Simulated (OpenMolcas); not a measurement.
Pt2+: ligand-field states by method

Pt2+ with 6 ligands (water) in octahedral coordination (Th) at 2.04 Å. Ligand basis ANO-RCC-VDZP.
```
Pt    0.0000    0.0000    0.0000
O     2.0400    0.0000    0.0000
H     2.6170    0.7797    0.0000
H     2.6170   -0.7797    0.0000
O     0.0000    2.0400    0.0000
H     0.0000    2.6170    0.7797
H     0.0000    2.6170   -0.7797
O    -2.0400    0.0000    0.0000
H    -2.6170    0.7797    0.0000
H    -2.6170   -0.7797    0.0000
O     0.0000   -2.0400    0.0000
H     0.0000   -2.6170    0.7797
H     0.0000   -2.6170   -0.7797
O     0.0000    0.0000    2.0400
H     0.7797    0.0000    2.6170
H    -0.7797    0.0000    2.6170
O     0.0000    0.0000   -2.0400
H     0.7797    0.0000   -2.6170
H    -0.7797    0.0000   -2.6170
```

```json
{"Program": "OpenMolcas", "Basis": "ANO-RCC-VDZP [7s6p4d2f]", "Scalar Hamiltonian": "DKH2, point nucleus", "Active space": "8 electrons in 5 orbitals (5d)", "State averaging": "2S+1 = 3 even, 10 roots; 2S+1 = 1 even, 15 roots", "Spin-orbit coupling": "state interaction with AMFI integrals over the reference wave functions"}
```

I. CASSCF
II. SS-CASPT2, IPEA 0.25 Eh, imaginary shift 0.1 Eh (closed shells correlated: 5s 5p and the ligand valence shells)
III. SS-CASPT2, IPEA 0.5 Eh, imaginary shift 0.1 Eh (closed shells correlated: 5s 5p and the ligand valence shells)

Spin-free states (labels of O, taken over from Oh, the nearest higher group) in cm-1, each column counted from its own energy of the first state listed:

```
State  Degeneracy      I     II    III
  3A2           1      0      0      0
   1E           2  12030   8550   8550
  1A1           1  22073  17420  17620
  3T2           3  24945  26400  26630
  3T1           3  33016  33110  33660
  1T2           3  36691  35710  35680
  1T1           3  39979  38960  38720
  3T1           3  53237  55980  55610
   1E           2  63294  64540  64150
  1T2           3  63364  64660  64180
  1A1           1  81477  78730  78900
```

From I to II, I's first state of the same spin (3T2) moves from 24945 to 26400 cm-1, by about +1500 cm-1.

From I to II, I's first state of another spin (1E) moves from 12030 to 8550 cm-1, by about -3500 cm-1.

I: A least-squares ligand-field fit to the states below 45000 cm-1, each weighted by its degeneracy and with a free common offset, gives 10Dq = 24823 cm-1, B = 765 cm-1 and C = 2959 cm-1 (C/B = 3.87), with an rms deviation of 37 cm-1. The same method and metal basis give the free ion B = 847 cm-1 (fit to its terms below 60000 cm-1, rms deviation 6 cm-1), so the nephelauxetic ratio is β = 765 / 847 = 0.90; it hangs on how both fits weigh the states, and computed free-ion B values tend to be too large, so β mixes covalency with correlation.

II: A least-squares ligand-field fit to the states below 45000 cm-1, each weighted by its degeneracy and with a free common offset, gives 10Dq = 27067 cm-1, B = 626 cm-1 and C = 2320 cm-1 (C/B = 3.71), with an rms deviation of 291 cm-1. The same method and metal basis give the free ion B = 789 cm-1 (fit to its terms below 60000 cm-1, rms deviation 485 cm-1), so the nephelauxetic ratio is β = 626 / 789 = 0.79; it hangs on how both fits weigh the states, and computed free-ion B values tend to be too large, so β mixes covalency with correlation.

III: A least-squares ligand-field fit to the states below 45000 cm-1, each weighted by its degeneracy and with a free common offset, gives 10Dq = 26943 cm-1, B = 656 cm-1 and C = 2067 cm-1 (C/B = 3.15), with an rms deviation of 205 cm-1. 

From I to II, 10Dq changes by +9 %, B by -18 % and C by -22 %.

χT at 300 K: I 1.49, II 1.46, III 1.46 cm3 K/mol.

The states above are spin-free; spin-orbit coupling is strong here and shifts and splits them by thousands of cm-1.

Roots that are degenerate in the reference are averaged as groups; the widest CASPT2 spread within a group is 320 cm-1 (the 3-fold group of multiplicity 3 near 26400 cm-1 above the lowest state of its run, II). Shifts and gaps below about the spread of the groups concerned are not significant. Over all roots computed the reference weight is 0.69 in II, 0.69 to 0.70 in III; a low but even weight reflects the number of correlated electrons. Real 4d8 and 5d8 ions are as a rule square planar and diamagnetic. The least metal-like active orbital is 82 % on the metal (Löwdin) and no ligand orbital is active, so the numbers are rough. Ligand-to-metal charge-transfer states are missing. With no ligand orbital active B as a rule stays too high, so bands that hang on it stand too high and its fall with covalency is understated. Without dynamic correlation the repulsion within the d shell is too large (B by tens of per cent), so at a given field states of lower spin stand too high (holds for I). With metal d orbitals alone the field can be off either way by tens of per cent (holds for I). With one d shell and no ligand orbital active, 10Dq can be off by a tenth or more (holds for II; III). The distance lies 6 % under the 2.16 Å that this model takes as the normal distance (a Shannon-type radius plus a fixed donor radius); by an R⁻⁵ law this alone changes a d-shell field by about +33 %. No measured value stands beside these numbers; the geometry is a model, was not optimised and need not be the one that this ion takes.
